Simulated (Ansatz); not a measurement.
Isolated molecules relaxed with PBE0-D4/def2-TZVP in Ansatz; ΔE leaves out vibrations. CBS: MP2 limit from def2 TZ/QZ plus the TZ coupled-cluster correction, frozen cores. This one scheme is used for every species. DFT in def2-TZVPP. B3LYP here is the variant with VWN-RPA as its local correlation; programs differ in this. For Se outer-core shells are correlated without core-valence functions, which leaves a few kJ/mol of doubt a bond. Scalar relativity is left out up to krypton. One conformer a species, not always the lowest.

`BC1[SiH2][Se]1` + `O=COCF` → `BC(F)OC=O` + `C1[SiH2][Se]1`  (formal exchange of groups at a B–C bond)

```tsv
level	ΔE (kJ/mol)
r2SCAN-D4	57.4
B3LYP-D4	54.9
MP2/def2-TZVPP	64.7
CCSD(T)/def2-TZVPP	58.7
```

Problem. What does CCSD(T)/CBS give? (Estimate.)

Solution. Ansatz gave: +58.2 kJ/mol. The listed levels differ from it by -0.8, -3.3, 6.5, 0.5 kJ/mol.

Largest T1 diagnostic among the species: 0.015.

In def2-TZVPP, CCSD(T) changes the Hartree–Fock value by +12.1 kJ/mol (the triples alone add +2.6 kJ/mol) and MP2 by +18.1 kJ/mol. The D4 term adds +3.6 kJ/mol with B3LYP and +1.8 kJ/mol with PBE0; it sums over pairs of atoms, weighted by their polarisabilities, and B3LYP, whose exchange is more repulsive, gets the larger term.
